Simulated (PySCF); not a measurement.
Te(F)(GeH3) (FGeH3Te), SMILES F[Te][GeH3].

The structure is a stationary point at PBE0-D3(BJ)/def2-SVP. The def2 effective core potentials stand for the cores of Te; spin–orbit coupling is left out.

All values below come from PBE0-D3(BJ)/def2-SVP run with PySCF 2.14.0.

Frequencies are harmonic and unscaled.

Q: Estimate the vibrational spectrum. (The exact figures need the calculation; the answer reports its results.)

A: 
| mode | ν (cm⁻¹) | IR (km/mol) | Raman (Å⁴/amu) | depolarisation | moving atoms (share of kinetic energy) |
|---|---|---|---|---|---|
| 1 | 93 | 0.2 | 0.2 | 0.75 | H 91 % |
| 2 | 104 | 3.6 | 0.9 | 0.50 | F 75 %, Ge 12 %, Te 9 % |
| 3 | 237 | 1.8 | 10.4 | 0.25 | Ge 60 %, Te 37 % |
| 4 | 487 | 11.8 | 9.5 | 0.65 | H 91 % |
| 5 | 507 | 3.9 | 11.0 | 0.75 | H 96 % |
| 6 | 610 | 49.9 | 8.0 | 0.49 | F 87 %, Te 12 % |
| 7 | 793 | 260.8 | 11.5 | 0.43 | H 97 % |
| 8 | 861 | 38.4 | 27.8 | 0.75 | H 99 % |
| 9 | 879 | 41.2 | 28.3 | 0.74 | H 99 % |
| 10 | 2156 | 68.2 | 279.6 | 0.04 | H 99 % |
| 11 | 2176 | 79.0 | 178.6 | 0.33 | H 99 % |
| 12 | 2177 | 85.2 | 134.1 | 0.75 | H 98 % |
